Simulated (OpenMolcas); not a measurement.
Pd2+ among 4 point charges of -2.5 e arranged as a square (D4h). The active orbitals were held to one l.

| Property | Result |
| --- | --- |
| Program | OpenMolcas |
| Method | CASSCF |
| Basis | ANO-RCC-VDZP [6s5p3d1f] |
| Scalar Hamiltonian | DKH2, point nucleus |
| Active space | 8 electrons in 5 orbitals (4d) |
| State averaging | 2S+1 = 3 even, 10 roots; 2S+1 = 1 even, 15 roots |
| Spin-orbit coupling | RASSI with atomic mean-field integrals over the reference wave functions |

All point charges move together. At R = 1.69 Å the first state of the same spin is 14924 cm-1, and at R = 1.89 Å it is 9397 cm-1.

Task: A third run gives 12344 cm-1. What distance was it run at?

Result: With a power law R^-n the two known points give n = -ln(9397 / 14924) / ln(1.89 / 1.69) = 4.14. Then R = 1.69 × (14924 / 12344)^(1/4.14) = 1.769 Å. The run was at 1.77 Å, so the estimate is off by -0.001 Å.

Without dynamic correlation the repulsion within the d shell is too large (B by tens of per cent), so at a given field states of lower spin stand too high. This shell can be high or low spin here, a state of another spin lies low, and with metal d orbitals alone active their balance is uncertain, so the ground spin may be wrong, although the usual error favours high spin. Spin-orbit coupling mixes the spin-free states strongly: the lowest level takes only 58 % from its leading state, 1A1 (holds for R = 1.89). Point charges carry no covalency, so the field is a model and not that of real ligands. No measured value stands beside these numbers.
